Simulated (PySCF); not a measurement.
Triethylamine alane, C6H18AlN.
Numbering: `[CH3:1][CH2:2][N+:3]([AlH3-:4])([CH2:5][CH3:6])[CH2:7][CH3:8]` (hydrogens: H9, H10, H11 on C1; H12, H13 on C2; H14, H15, H16 on Al4; H17, H18 on C5; H19, H20, H21 on C6; H22, H23 on C7; H24, H25, H26 on C8)

Geometry (PBE0-D3(BJ)/def2-SVP, Å), atoms numbered from 1 in this order:
```xyz
26
C6H18AlN angstrom
C     -2.065   -1.026   -0.536
C     -0.970   -0.027   -0.846
N      0.085    0.078    0.189
Al    -0.723    0.796    1.985
C      0.682   -1.237    0.541
C      1.332   -2.014   -0.591
C      1.155    1.004   -0.261
C      0.719    2.437   -0.494
H     -2.856   -0.935   -1.294
H     -1.711   -2.067   -0.552
H     -2.519   -0.835    0.448
H     -1.418    0.972   -0.937
H     -0.497   -0.259   -1.818
H      0.624    1.370    2.659
H     -1.809    1.867    1.473
H     -1.320   -0.546    2.642
H     -0.109   -1.837    1.010
H      1.416   -1.036    1.337
H      2.194   -1.492   -1.031
H      0.624   -2.249   -1.399
H      1.701   -2.971   -0.194
H      1.604    0.601   -1.186
H      1.929    0.983    0.520
H      0.261    2.877    0.404
H      0.009    2.537   -1.327
H      1.607    3.036   -0.746
```

Level: PBE0/pcSseg-1 in PySCF, non-relativistic, on one gas-phase PBE0-D3(BJ)/def2-SVP geometry that isn't relaxed in the solvent. The solvent is an IEF-PCM continuum (Bondi radii, 1.10 Å for H, scaled by 1.2). Specific hydrogen bonds and non-electrostatic terms are outside this model.

Gas phase at PBE0/pcSseg-1: HOMO -7.18 eV, LUMO 0.83 eV, dipole 5.50 D.

Problem. What does the continuum do to the energy, the frontier levels and the dipole at PBE0/pcSseg-1 in chloroform and dichloromethane?

Solution. 
```
        solvent      ε  E(solvent) − E(gas) (kcal/mol)  polarisation term (kcal/mol)  distortion of the solute (kcal/mol)  HOMO (eV)  LUMO (eV)  dipole (D)
     chloroform  4.711                           -5.89                         -6.72                                 0.83      -7.59       0.78        6.65
dichloromethane   8.93                           -7.03                         -8.24                                 1.21      -7.68       0.72        6.89
```

Polarisation term: ½ Σ q·V over the induced surface charges. Distortion: the rise of the solute's own energy as its density leaves the gas-phase optimum. From chloroform to dichloromethane the lowering changes by a factor 1.19, Onsager's factor (ε − 1)/(2ε + 1) by 1.18 and ε itself by 1.9.

Problem. Which radius a makes the point-dipole formula ΔE = −[(ε − 1)/(2ε + 1)]·μ²/a³ give the value in dichloromethane, with the gas-phase dipole?

Solution. μ = 2.162 au and |ΔE| = 0.01120 Eh give a = 2.96 Å; the farthest nucleus lies 3.51 Å from the centroid of the nuclei, so such a sphere wouldn't even hold the nuclei. The formula assumes a rigid point dipole at the centre of a sphere.

Problem. Give the dipole vector in the frame of the coordinates (D, pointing from negative to positive charge), gas and dichloromethane.

Solution. Gas (2.00, -1.90, -4.75), solvent (2.54, -2.36, -5.96). Its length changes by +25 % and its direction by less than 1°.

Problem. Which ESP-fitted charges (PBE0/pcSseg-1) respond most in chloroform (means over atoms taken as equivalent)?

Solution. 
| atoms | environment | gas (e) | solvent (e) | change |
| --- | --- | --- | --- | --- |
| N3 | nitrogen bonded to Al and 3 C | -0.195 | -0.103 | +0.092 |
| H14/H15/H16 | Al–H hydrogen | -0.314 | -0.342 | -0.028 |
| C1/C6/C8 | methyl carbon | -0.368 | -0.389 | -0.021 |
| Al4 | aluminium bonded to N and 3 H | +0.646 | +0.657 | +0.011 |
| H9 (×9) | methyl hydrogen | +0.111 | +0.115 | +0.004 |
| C2/C5/C7 | sp3 carbon bound to nitrogen | +0.050 | +0.054 | +0.004 |

Problem. How do the nuclear quadrupole coupling constants eQVzz/h respond in chloroform?

Solution. 
```json
{"nucleus": "14N at N3", "Q (barn)": "0.02044", "gas (MHz)": "-3.86", "solvent (MHz)": "-3.64", "η gas": "0.02", "η solvent": "0.02"}
{"nucleus": "27Al at Al4", "Q (barn)": "0.1466", "gas (MHz)": "27.29", "solvent (MHz)": "24.82", "η gas": "0.02", "η solvent": "0.02"}
```
